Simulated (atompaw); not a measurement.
# Logarithmic derivatives: chlorine (Cl), PAW (atompaw)

Cl, PAW, made with atompaw 4.2.0.5 (PBEsol, scalar-relativistic). Core [Ne], reference 3s2 3p4 (charge +1). Waves: 3s (bound): rc 1.15 bohr; 3s channel at -0.75 Ry: rc 1.15 bohr; 3p (bound): rc 1.00 bohr; 3p channel at 3.15 Ry: rc 1.15 bohr. Local part: troulliermartins scheme with l = 2 at -0.5 Ry, radius 1.05 bohr. Core correction: smooth core density matched at 0.60 bohr. Augmentation charge: sinc compensation charge, radius 1.00 bohr; PAW radius 1.15 bohr; waves and projectors: custom polynom2 7 10 vanderbiltortho.

The phase is arctan(r·u′/u) with u = r·R(r), unwrapped; energies in Ry, scanned from -4 to 5 Ry. A pole is an energy at which the radial function vanishes at the test radius. The pseudo phase is shifted by a multiple of π to meet the all-electron one at the reference energy, and phase errors are pseudo minus all-electron; the curves can meet again beyond the range given. Levels narrower than the energy grid can be missing from the lists of poles.

```
channel  radius (bohr)  reference energy (Ry)  poles, all-electron  poles, pseudo  unbroken range about the reference energy with phases within 0.05 rad  phase error 1 Ry above the reference energy (rad)
      s           1.15                  -2.35                 none           none                                                        the whole range                                             +0.000
      p           1.15                  -1.42                 none           none                                                        the whole range                                             -0.000
```

Note: ghost states, extra bound levels that the all-electron valence spectrum of the same l lacks: s at -615.8 eV, p at -220.4 eV. A true bound ghost makes a file unfit for plane-wave use.

Phases in the p channel:

| E (Ry) | all-electron | pseudo |
| --- | --- | --- |
| -4.00 | 0.998 | 0.998 |
| -3.52 | 0.949 | 0.949 |
| -3.04 | 0.889 | 0.889 |
| -2.56 | 0.816 | 0.816 |
| -2.08 | 0.725 | 0.725 |
| -1.60 | 0.612 | 0.612 |
| -1.12 | 0.469 | 0.469 |
| -0.64 | 0.293 | 0.293 |
| -0.16 | 0.085 | 0.085 |
| 0.32 | -0.145 | -0.145 |
| 0.80 | -0.373 | -0.373 |
| 1.28 | -0.580 | -0.580 |
| 1.76 | -0.754 | -0.754 |
| 2.24 | -0.895 | -0.895 |
| 2.72 | -1.007 | -1.007 |
| 3.20 | -1.096 | -1.096 |
| 3.68 | -1.169 | -1.169 |
| 4.16 | -1.228 | -1.228 |
| 4.64 | -1.278 | -1.277 |
